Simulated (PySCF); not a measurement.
A parent and its derivatives

Method: PySCF 2.14.0, density-fitted response routines, TDDFT CAM-B3LYP/def2-SVPD, vertical, gas phase, core orbitals frozen in the response. Geometries: GFN2-xTB; one conformer of each isolated species. Triplets are in the Tamm–Dancoff approximation.

Parent: `CC(F)(F)[SiH2]S`, with lowest singlet excitation energy 6.23 eV, LUMO energy 0.63 eV, mean static polarisability 73.1 au, HOMO energy -9.02 eV, HOMO–LUMO gap 9.65 eV, lowest triplet energy 5.77 eV. Its spectrum: 6.23 eV (f 0.014); 6.44 eV (f 0.016); 7.02 eV (f 0.018); 7.60 eV (f 0.026); 7.76 eV (f 0.004).

(1) How do these changes move the values? H on Si replaced by vinyl (`C=C[Si@H](S)C(C)(F)F`); H on Si replaced by F (`CC(F)(F)[Si@@H](F)S`); H on Si replaced by ethynyl (`C#C[Si@@H](S)C(C)(F)F`); H on Si replaced by SCH3 (`CS[Si@H](S)C(C)(F)F`).

## Answers

(1) 

```json
{"change": "H on Si replaced by vinyl", "SMILES": "C=C[Si@H](S)C(C)(F)F", "Δ S1 (eV)": "+0.04", "Δ LUMO (eV)": "-0.28", "Δ α (au)": "+22.7", "Δ HOMO (eV)": "+0.07", "Δ gap (eV)": "-0.36", "Δ T1 (eV)": "-1.48"}
{"change": "H on Si replaced by F", "SMILES": "CC(F)(F)[Si@@H](F)S", "Δ S1 (eV)": "-0.10", "Δ LUMO (eV)": "-0.16", "Δ α (au)": "-2.2", "Δ HOMO (eV)": "-0.37", "Δ gap (eV)": "+0.21", "Δ T1 (eV)": "+0.02"}
{"change": "H on Si replaced by ethynyl", "SMILES": "C#C[Si@@H](S)C(C)(F)F", "Δ S1 (eV)": "-0.25", "Δ LUMO (eV)": "-0.49", "Δ α (au)": "+19.6", "Δ HOMO (eV)": "-0.02", "Δ gap (eV)": "-0.48", "Δ T1 (eV)": "-0.80"}
{"change": "H on Si replaced by SCH3", "SMILES": "CS[Si@H](S)C(C)(F)F", "Δ S1 (eV)": "-0.80", "Δ LUMO (eV)": "-0.26", "Δ α (au)": "+32.0", "Δ HOMO (eV)": "+0.45", "Δ gap (eV)": "-0.70", "Δ T1 (eV)": "-0.67"}
```

S1 falls most with H on Si replaced by SCH3 (-0.80 eV), and it rises most with H on Si replaced by vinyl (+0.04 eV). S1 is simply the lowest singlet of each species and needn't be the same kind of state throughout. Over these 4 changes the shifts of S1 and of the HOMO–LUMO gap correlate with r = 0.66.
